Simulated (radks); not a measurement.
Results of a calculation; reference values are marked as such.
Problem. Species: Tl V. Configuration: [Xe] 4f14 5d9 (the NIST ground configuration). Code: a radial shooting solver on a logarithmic mesh with Libxc functionals. Model: scalar-relativistic Kohn-Sham, AM05, spin-unpolarised, spherical densities, point nucleus. Some entries of the table are withheld. Estimate them.

orbital  occ.  eigenvalue (eV)  r(max) (bohr)
1s          2              (1)        0.01003
2s          2        -15284.54        0.05816
2p          6        -13153.81        0.04834
3s          2              (2)         0.1640
3p          6              (3)            (4)
3d         10              (5)         0.1334
4s          2        -857.4809         0.3690
4p          6        -656.5265         0.3891
4d         10        -421.2220         0.3955
5s          2        -177.0776            (6)
4f         14        -160.6217         0.3574
5p          6        -121.7652         0.9023
5d          9         -59.4853          1.099

Solution. 
(1) 1s eigenvalue (eV): -85622.00
(2) 3s eigenvalue (eV): -3683.353
(3) 3p eigenvalue (eV): -3070.325
(4) 3p r(max) (bohr): 0.1639
(5) 3d eigenvalue (eV): -2435.335
(6) 5s r(max) (bohr): 0.8067
